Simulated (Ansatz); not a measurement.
Several settings on one geometry of In7As7H20 (that of the charge 0 singlet, PBE-D4/def2-SVP). Ansatz on 2 threads of AMD EPYC 7R13 on a shared host and a share (18 GiB) of an NVIDIA H100 80GB HBM3; times are rough.

```
atom   x (Å)   y (Å)   z (Å)
 In1   0.557  -4.175   0.882
 In2  -2.705   2.771  -2.276
 In3   0.931  -0.665  -2.178
 In4  -2.523  -1.083   0.658
 In5   0.967  -0.571   3.572
 In6   1.260   1.970   1.539
 In7   4.236  -1.166   0.763
 As8  -3.813   0.604  -1.033
 As9  -0.615  -2.275  -0.729
As10   2.191  -2.375   2.090
As11  -0.711   1.206  -3.299
As12  -1.559   4.031  -0.259
As13   2.436   0.575  -0.373
As14  -0.967   0.560   2.067
 H15   1.531  -5.187  -0.141
 H16  -0.713  -4.615   1.990
 H17  -3.759   3.354  -3.532
 H18   1.808  -1.425  -3.478
 H19  -3.658  -2.001   1.602
 H20   0.856  -0.553   5.302
 H21   2.069   0.998   3.035
 H22   1.407   3.664   1.846
 H23   4.758  -2.216  -0.519
 H24   5.161  -0.238   1.905
 H25  -4.526  -0.274  -2.063
 H26  -5.081   1.059  -0.311
 H27  -1.403  -3.034  -1.801
 H28   2.873  -3.167   3.210
 H29  -1.212   0.545  -4.586
 H30   0.248   2.171  -3.998
 H31  -0.240   3.305  -0.605
 H32  -1.173   5.214  -1.175
 H33   3.168   1.646  -1.183
 H34  -1.798   1.348   3.078
```

Totals from different functionals, basis sets or treatments of relativity can't be compared as stabilities.

In the def2 sets In takes a core potential; there is no spin–orbit coupling.

The spins typed aren't always the lowest for that charge.

**Question.** Give the basis size and estimate the energy, ⟨S²⟩ and time of these runs.

```csv
run,method,charge,state,further keys
1,RKS B97/def2-mTZVP,0,singlet,fitting: {mean_field: def2-universal-jkfit}; scf: {omitted_lower_state_checks: [starts]}
2,UKS r2SCANh-D3(BJ)-ATM/def2-mTZVP,1,doublet,fitting: {mean_field: def2-universal-jkfit}; scf: {omitted_lower_state_checks: [starts]}
3,UKS PBE0/def2-mTZVP,1,doublet,fitting: {mean_field: def2-universal-jkfit}; scf: {lower_state_search: off}; forces asked
4,RKS B97/def2-SVP,0,singlet,fitting: {mean_field: def2-universal-jkfit}; nuclear_model: gaussian; scf: {omitted_lower_state_checks: [starts]}; forces asked
```

**Answer.** 
| run | functions | energy (Eh) | ⟨S²⟩ | wall time |
| --- | --- | --- | --- | --- |
| 1 | 564 | -16993.6961 | – | 12 s |
| 2 | 564 | -16994.3574 | 0.76 | 28 s |
| 3 | 564 | -16992.1033 | 0.76 | 30 s |
| 4 | 506 | -16991.6831 | – | 21 s |
